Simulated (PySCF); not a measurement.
Point-charge models of `Cc1coc([Si](C)(C)C)p1` against its computed dipole.

Coordinates (GFN2-xTB, Å) and charges (e) from the PBE0/pcSseg-1 density (PySCF):

```json
{"atom": "C1", "x": "4.243", "y": "0.134", "z": "-0.129", "Mulliken": "-0.1343", "IAO": "-0.4190", "Hirshfeld": "-0.1191", "ESP-fitted": "-0.6507"}
{"atom": "C2", "x": "2.760", "y": "-0.015", "z": "-0.216", "Mulliken": "-0.6688", "IAO": "-0.2392", "Hirshfeld": "-0.0785", "ESP-fitted": "+0.3423"}
{"atom": "C3", "x": "2.098", "y": "-0.663", "z": "-1.209", "Mulliken": "+0.2731", "IAO": "+0.0082", "Hirshfeld": "+0.0037", "ESP-fitted": "-0.2869"}
{"atom": "O4", "x": "0.768", "y": "-0.680", "z": "-1.113", "Mulliken": "-0.3430", "IAO": "-0.2023", "Hirshfeld": "-0.0472", "ESP-fitted": "-0.0563"}
{"atom": "C5", "x": "0.332", "y": "-0.035", "z": "-0.016", "Mulliken": "-0.3976", "IAO": "-0.3317", "Hirshfeld": "-0.0894", "ESP-fitted": "-0.2150"}
{"atom": "Si6", "x": "-1.545", "y": "0.056", "z": "0.230", "Mulliken": "+1.0017", "IAO": "+1.0732", "Hirshfeld": "+0.3973", "ESP-fitted": "+1.0498"}
{"atom": "C7", "x": "-1.924", "y": "-0.356", "z": "2.051", "Mulliken": "-0.6152", "IAO": "-0.7209", "Hirshfeld": "-0.2172", "ESP-fitted": "-0.7666"}
{"atom": "C8", "x": "-2.353", "y": "-1.193", "z": "-0.957", "Mulliken": "-0.6159", "IAO": "-0.7188", "Hirshfeld": "-0.2178", "ESP-fitted": "-0.7731"}
{"atom": "C9", "x": "-2.110", "y": "1.836", "z": "-0.161", "Mulliken": "-0.6062", "IAO": "-0.7207", "Hirshfeld": "-0.2182", "ESP-fitted": "-0.6772"}
{"atom": "P10", "x": "1.588", "y": "0.635", "z": "0.955", "Mulliken": "+0.3962", "IAO": "+0.2493", "Hirshfeld": "+0.0320", "ESP-fitted": "-0.1934"}
{"atom": "H11", "x": "4.602", "y": "-0.192", "z": "0.846", "Mulliken": "+0.1307", "IAO": "+0.1559", "Hirshfeld": "+0.0460", "ESP-fitted": "+0.1985"}
{"atom": "H12", "x": "4.529", "y": "1.178", "z": "-0.256", "Mulliken": "+0.1344", "IAO": "+0.1565", "Hirshfeld": "+0.0460", "ESP-fitted": "+0.1920"}
{"atom": "H13", "x": "4.731", "y": "-0.457", "z": "-0.901", "Mulliken": "+0.1130", "IAO": "+0.1466", "Hirshfeld": "+0.0465", "ESP-fitted": "+0.1602"}
{"atom": "H14", "x": "2.513", "y": "-1.168", "z": "-2.065", "Mulliken": "+0.1029", "IAO": "+0.1657", "Hirshfeld": "+0.0604", "ESP-fitted": "+0.2152"}
{"atom": "H15", "x": "-1.377", "y": "0.304", "z": "2.717", "Mulliken": "+0.1402", "IAO": "+0.1571", "Hirshfeld": "+0.0381", "ESP-fitted": "+0.1765"}
{"atom": "H16", "x": "-2.982", "y": "-0.244", "z": "2.267", "Mulliken": "+0.1324", "IAO": "+0.1523", "Hirshfeld": "+0.0402", "ESP-fitted": "+0.1693"}
{"atom": "H17", "x": "-1.644", "y": "-1.376", "z": "2.296", "Mulliken": "+0.1370", "IAO": "+0.1567", "Hirshfeld": "+0.0402", "ESP-fitted": "+0.1675"}
{"atom": "H18", "x": "-2.096", "y": "-0.974", "z": "-1.988", "Mulliken": "+0.1413", "IAO": "+0.1582", "Hirshfeld": "+0.0394", "ESP-fitted": "+0.1607"}
{"atom": "H19", "x": "-3.435", "y": "-1.169", "z": "-0.874", "Mulliken": "+0.1345", "IAO": "+0.1529", "Hirshfeld": "+0.0404", "ESP-fitted": "+0.1752"}
{"atom": "H20", "x": "-2.028", "y": "-2.207", "z": "-0.747", "Mulliken": "+0.1387", "IAO": "+0.1568", "Hirshfeld": "+0.0404", "ESP-fitted": "+0.1731"}
{"atom": "H21", "x": "-3.170", "y": "1.967", "z": "0.035", "Mulliken": "+0.1308", "IAO": "+0.1509", "Hirshfeld": "+0.0389", "ESP-fitted": "+0.1422"}
{"atom": "H22", "x": "-1.935", "y": "2.090", "z": "-1.203", "Mulliken": "+0.1364", "IAO": "+0.1553", "Hirshfeld": "+0.0400", "ESP-fitted": "+0.1484"}
{"atom": "H23", "x": "-1.570", "y": "2.555", "z": "0.448", "Mulliken": "+0.1377", "IAO": "+0.1569", "Hirshfeld": "+0.0382", "ESP-fitted": "+0.1483"}
```

Question: What dipole does each set of charges give (1 e·Å = 4.803 D), and what does the density give?

Answer: The full density gives (0.26, -0.49, -0.87) D, 1.03 D in size; dipole vectors point from the negative to the positive end.

```
    scheme    μx     μy     μz  size (D)  share of the full size (%)  angle to the full dipole (°)
  Mulliken  0.06   1.36   1.98      2.40                         233                           163
       IAO  0.29   0.64   1.01      1.23                         119                           152
 Hirshfeld  0.18  -0.10  -0.12      0.23                          23                            37
ESP-fitted  0.29  -0.47  -0.84      1.00                          97                             2
```

Question: Which set comes closest?

Answer: Length of the difference vector: ESP-fitted 0.05 D, Hirshfeld 0.85 D, IAO 2.19 D, Mulliken 3.40 D. Closest: ESP-fitted. ESP charges are fitted to the potential around the molecule, whose slowest-falling term is the dipole's. The schemes that divide the density aren't constrained to reproduce the dipole.

Question: What is left for the Hirshfeld atoms' own dipoles?

Answer: The Hirshfeld atoms' densities add up to the full density, so μ = Σ q r + Σ (atomic dipoles). The atomic dipoles sum to (0.26, -0.49, -0.87) − (0.18, -0.10, -0.12) = (0.08, -0.39, -0.75) D, 0.85 D in size.

Question: With the origin at the mean of the coordinates, (0.000, 0.001, 0.000) Å, which are the largest single terms, by size, of the ESP-fitted dipole along the direction of the full one?

Answer: C7 +7.50, C9 +4.13, C1 -3.46, Si6 -3.05, H14 +3.02 D; all 23 atoms together +1.00 D. The single terms depend on the origin, their sum doesn't.

Question: Give the size of the full dipole in other units.

Answer: 1.03 D = 0.405 au = 0.215 e·Å = 3.44 × 10⁻³⁰ C·m.

Isolated species at its GFN2-xTB geometry, gas phase.

Conformer computed: `[CH3:1][c:2]1[cH:3][o:4][c:5]([Si:6]([CH3:7])([CH3:8])[CH3:9])[p:10]1`: O4–C5–Si6–C7 135°.
